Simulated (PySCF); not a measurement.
Species: C7H11NO.
Atom-mapped SMILES: `[CH2:1]=[C:2]1[CH2:3][CH2:4][C@H:5]1[NH:6][C:7]([CH3:8])=[O:9]` (hydrogens: H10, H11 on C1; H12, H13 on C3; H14, H15 on C4; H16 on C5; H17 on N6; H18, H19, H20 on C8)

Computed by this run: PBE0-D3(BJ)/def2-SVP geometry optimisation, gas phase (PySCF 2.14.0); density fitting, grid level 1; the optimiser is geomeTRIC in internal coordinates, started from a GFN2-xTB structure.

Geometry at step 2:
```
atom  x, y, z in Å
C1     -1.7780    1.4163   -1.2122
C2     -1.6437    0.3156   -0.4788
C3     -2.4641   -0.9359   -0.2586
C4     -1.2017   -1.6122    0.3281
C5     -0.4960   -0.2296    0.3540
N6      0.8288   -0.1024   -0.1651
C7      1.8270    0.4338    0.5992
C8      3.1714    0.5290   -0.0875
O9      1.6509    0.7854    1.7479
H10    -2.6793    1.6087   -1.8011
H11    -0.9786    2.1624   -1.2486
H12    -2.8933   -1.3934   -1.1635
H13    -3.2783   -0.8037    0.4722
H14    -1.3091   -2.1158    1.2990
H15    -0.7204   -2.3077   -0.3756
H16    -0.4638    0.2033    1.3674
H17     1.0029   -0.3443   -1.1324
H18     3.5901   -0.4777   -0.2431
H19     3.8535    1.1030    0.5495
H20     3.0891    1.0152   -1.0716
```

**Question.** What forces act on the atoms?

**Answer.** 
| atom | Fx (eV/Å) | Fy (eV/Å) | Fz (eV/Å) |
| --- | --- | --- | --- |
| C1 | 0.019 | -0.026 | -0.056 |
| C2 | -0.002 | 0.017 | 0.078 |
| C3 | -0.018 | -0.015 | -0.045 |
| C4 | 0.004 | -0.005 | 0.056 |
| C5 | -0.168 | -0.102 | -0.229 |
| N6 | 0.004 | 0.115 | 0.260 |
| C7 | 0.170 | -0.037 | -0.094 |
| C8 | -0.017 | -0.006 | -0.024 |
| O9 | 0.043 | 0.024 | 0.034 |
| H10 | 0.002 | -0.006 | -0.001 |
| H11 | 0.002 | 0.001 | 0.006 |
| H12 | -0.021 | 0.002 | 0.013 |
| H13 | 0.026 | 0.011 | 0.026 |
| H14 | 0.012 | -0.017 | -0.006 |
| H15 | -0.014 | 0.024 | -0.028 |
| H16 | -0.024 | -0.012 | -0.027 |
| H17 | -0.012 | 0.028 | 0.025 |
| H18 | -0.002 | 0.003 | 0.005 |
| H19 | -0.002 | 0.004 | 0.005 |
| H20 | -0.003 | -0.001 | 0.001 |

The largest, 0.30 eV/Å, acts on C5; the rms over all components is 0.063 eV/Å. The forces sum to zero within rounding, as they must for an isolated molecule in no field.

**Question.** Give the force on C5 in Eh/bohr and in nN.

**Answer.** 0.301 eV/Å ÷ 51.422 = 0.00586 Eh/bohr, and 0.301 eV/Å × 1.602 = 0.48 nN.

**Question.** How far is this geometry from the end of the optimisation?

**Answer.** 0.030 eV above it, and 0.170 Å rms away after alignment. The bonds farthest from their final lengths, with half the difference of the two atoms' forces along the bond (positive lengthens):

```
 bond  now (Å)  final (Å)  force along bond (eV/Å)
C2–C5    1.519      1.513                    -0.13
C2–C3    1.513      1.511                    +0.01
C5–N6    1.429      1.427                     0.00
```

The angle farthest from its final value is C5–N6–C7, 120.6° against 122.8°.

The cost below is that of the whole optimisation. Time: 2.2 min of wall time; peak memory 0.86 GiB. Hardware: an AMD EPYC 9R14 with one thread, no GPU, shared host with 192 logical CPUs at a one-minute load of 63.
